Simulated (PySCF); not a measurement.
Stepwise substitution at one centre (B Br-OH). All species are isolated molecules in the gas phase. One relaxed conformer stands for each flexible species; it need not be the lowest. Strings in code marks are SMILES.

These are ωB97X-D3(BJ)/def2-TZVP // PBE0-D3(BJ)/def2-TZVP run with PySCF 2.14.0 values and carry that method's errors. All candidates: neutral, multiplicity 1. Delta-SCF ions had no search for a lower state. Excitations are Tamm–Dancoff values on a coarser integration grid. The basis has no diffuse functions, so Rydberg states are missing or too high.

```yaml
vertical ionisation energy (Delta-SCF): 12.29 eV
HOMO: -11.96 eV
S1 excitation (TDA): 8.67 eV
```

Say which member has these values.
A. `OB(O)O`
B. `BrB(Br)Br`
C. `OB(Br)Br` (H–O–B–Br torsion 0°)
D. `OB(O)Br` (H–O–B–Br torsion -180°, Br–B–O–H torsion 180°)

A, `OB(O)O`. The others give `OB(O)Br` (H–O–B–Br torsion -180°, Br–B–O–H torsion 180°): 10.89 eV, -10.62 eV, 7.90 eV; `OB(Br)Br` (H–O–B–Br torsion 0°): 10.91 eV, -10.75 eV, 6.54 eV; `BrB(Br)Br`: 10.84 eV, -10.71 eV, 5.16 eV
